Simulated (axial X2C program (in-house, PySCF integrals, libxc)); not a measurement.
**Ionising PdB**

All values come from calculations with an in-house all-electron X2C program for linear molecules (integrals from PySCF), spin-free (one-electron X2C) or two-component (2c: spin–orbit coupling with atomic mean-field Coulomb and Gaunt terms, which also bring small scalar terms), in Dyall basis sets with cores contracted in-house; open shells are unrestricted.

Basis sets: B dyall-v3z, Pd dyall-cv3z. Frozen shells (counts by l): PdB Pd 4s3p1d, B 1s, 13 electrons correlated; PdB⁺ Pd 4s3p1d, B 1s, 12 electrons correlated. Where the outer core of a metal is frozen, bonds come out longer and ionisation energies lower.

```csv
Hamiltonian,level,PdB state,Re (Å),ωe (cm⁻¹),De (eV)
spin-free,HF,"M_S = 1/2, Λ = 0",1.858,575.9,n/a
spin-free,PBE0,"M_S = 1/2, Λ = 0",1.773,763.2,3.76
spin-free,MP2,"M_S = 1/2, Λ = 0",1.713,885.7,3.99
2c,HF,Ω = 1/2,1.858,575.5,n/a
2c,PBE0,Ω = 1/2,1.773,762.2,3.76
2c,MP2,Ω = 1/2,1.713,885.6,3.99
```

Adiabatic ionisation energy (minimum to minimum, no zero-point term) and constants of PdB⁺:

```json
{"Hamiltonian": "spin-free", "level": "HF", "PdB⁺ state": "M_S = 0, Λ = 0", "IE (eV)": "6.33", "Re (Å)": "1.741", "ωe (cm⁻¹)": "759.5", "De (eV)": "1.47", "fragments": "Pd+ + B"}
{"Hamiltonian": "spin-free", "level": "PBE0", "PdB⁺ state": "M_S = 0, Λ = 0", "IE (eV)": "7.35", "Re (Å)": "1.738", "ωe (cm⁻¹)": "817.1", "De (eV)": "4.84", "fragments": "Pd+ + B"}
{"Hamiltonian": "spin-free", "level": "MP2", "PdB⁺ state": "M_S = 0, Λ = 0", "IE (eV)": "7.23", "Re (Å)": "1.732", "ωe (cm⁻¹)": "867.8", "De (eV)": "5.02", "fragments": "Pd + B+"}
{"Hamiltonian": "2c", "level": "HF", "PdB⁺ state": "Ω = 0", "IE (eV)": "6.33", "Re (Å)": "1.740", "ωe (cm⁻¹)": "758.1", "De (eV)": "n/a", "fragments": "Pd+ + B"}
{"Hamiltonian": "2c", "level": "PBE0", "PdB⁺ state": "Ω = 0", "IE (eV)": "7.34", "Re (Å)": "1.738", "ωe (cm⁻¹)": "816.2", "De (eV)": "n/a", "fragments": "Pd+ + B"}
{"Hamiltonian": "2c", "level": "MP2", "PdB⁺ state": "Ω = 0", "IE (eV)": "7.23", "Re (Å)": "1.732", "ωe (cm⁻¹)": "867.2", "De (eV)": "5.01", "fragments": "Pd + B+"}
```

Question: Add the zero-point terms to the ionisation energy at MP2, 2c, and say whether the electron removed was bonding.

Answer: IE0 = IE + (ωe⁺ − ωe)/2 = 7.23 + (-0.001) = 7.23 eV. Re changes by 0.019 Å, so the electron was nearly non-bonding.

Question: Close the cycle De(PdB⁺) + IE(PdB) = De(PdB) + IE(B) to find the atomic ionisation energy at MP2, 2c.

Answer: IE(B) = 5.01 + 7.23 − 3.99 = 8.25 eV, for the determinants used.

Each entry is the lowest single determinant of a limited PBE0 search at one distance. De goes to single-determinant-based atoms at the same level (for ions the charge split of lowest energy) and is withheld (n/a) where an atom does not fit its ground term or J level. Main or longest-lived isotopes. Some light 2c atoms are not at their ground J level, so De misses part of their lowering (0.04 eV or less). The functionals have no current term, which raises determinants with orbital currents.
